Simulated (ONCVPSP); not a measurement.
Pseudopotential generation for H (Z = 1): ONCV, PBE, non-relativistic.

* Element: hydrogen (H)
* Generator: ONCVPSP 4.0.1
* Type: optimised norm-conserving Vanderbilt (ONCV)
* Functional: PBE
* Relativity: non-relativistic
* Frozen core: none
* Valence charge: 1
* Reference configuration: 1s1
* Partial waves: 1s: rc 0.60 bohr, ncon 4, nbas 7, qcut 13.3 1/bohr, local; p scattering state at 0.16 Ha: rc 0.60 bohr, ncon 4, nbas 7, qcut 16.5 1/bohr, 2 projectors, debl 2.7 Ha
* Local potential: the s channel
* Core correction: none

Task: Estimate the cutoffs (Ha) at which the residual kinetic energy of the hardest occupied pseudo-wave falls to 1 and 0.1 mHa per electron.

Result: 35 Ha and 62 Ha.

Task: What does a ghost test show?

Result: No bound ghost flagged; no localised positive-energy state flagged.
